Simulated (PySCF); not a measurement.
W²⁺: ionisation energy

W²⁺ [Xe] 4f14 5d4 (5D) → W³⁺ [Xe] 4f14 5d3 (4F), as a difference of total energies. Computed with PySCF 2.14 in aug-cc-pwCVDZ-PP with ECP60MDF (6s6p5d3f, 70 functions), with a scalar-relativistic core potential. Correlated levels: valence and next inner shell: nothing frozen outside the core potential. The calculations carry no spin-orbit coupling.

```json
{"method": "UHF", "ionisation energy (eV)": "24.761"}
{"method": "MP2 (valence and next inner shell)", "ionisation energy (eV)": "25.541"}
{"method": "SCS-MP2 (valence and next inner shell)", "ionisation energy (eV)": "25.255"}
{"method": "CCSD (valence and next inner shell)", "ionisation energy (eV)": "25.441"}
{"method": "CCSD(T) (valence and next inner shell)", "ionisation energy (eV)": "25.463"}
```

Q: How much does correlation contribute at CCSD(T) (valence and next inner shell)?

A: 25.463 − (24.761) = 0.702 eV, measured against UHF.

The reference lies between the lowest fine-structure levels, while these numbers refer to the centres of the terms.

Errors of the correlated levels include the incompleteness of this basis.

For comparison: 26 ± 0.4 eV (semi-empirical (NIST evaluation); NIST Atomic Spectra Database, ionization energies).
